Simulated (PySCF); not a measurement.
PySCF input:

```python
from pyscf import gto, scf, mp, cc as ccmod

mol = gto.M(
    atom='''
    B    -0.53909214   -0.16566828    0.16532619
    Cl    0.11574075    1.60245651    0.14050341
    Cl    0.83521866   -1.31021739   -0.43213908
    O    -1.68385616   -0.51746546    0.51639692
    ''',
    basis='cc-pvdz',
    charge=-1,
    spin=0,
    verbose=4,
)

mf = scf.RHF(mol)
mf.conv_tol = 1e-10
mf.max_cycle = 100
mf.kernel()
mp2 = mp.MP2(mf, frozen=12).run()
cc = ccmod.CCSD(mf, frozen=12)
cc.max_cycle = 100
cc.kernel()
et = cc.ccsd_t()
print(f'E(CCSD(T)) = {cc.e_tot + et:.9f}')
```

Problem. Predict the final energy.

Solution. -1019.31895 Eh (CCSD(T)/cc-pVDZ).

It need not be the lowest isomer of its formula. Whether it binds its extra electron was not tested at this geometry.
